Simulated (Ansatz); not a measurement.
(ClBe-mu-H)2 (Be₂H₂Cl₂). Charge 0, multiplicity 1. Geometry PBE-D4/def2-TZVP; atoms count from 1.

```xyz
6

Be    0.331    0.897    0.262
Cl    0.939    2.548    0.744
H     0.709   -0.467    0.705
Be   -0.330   -0.897   -0.262
Cl   -0.938   -2.548   -0.745
H    -0.710    0.467   -0.704
```

Estimate the Mulliken populations from the PBE0/def2-TZVP orbitals of Ansatz.


```csv
atom,charge (e)
Be1,0.10
Cl2,-0.18
H3,0.08
Be4,0.10
Cl5,-0.18
H6,0.08
```
Mulliken values and Mayer orders depend strongly on the basis.

And the Mayer bond orders between bonded heavy atoms (over 0.3)?

Be1–Cl2 1.33 (1.82 Å); Be1–Be4 0.55 (1.98 Å); Be4–Cl5 1.33 (1.82 Å).
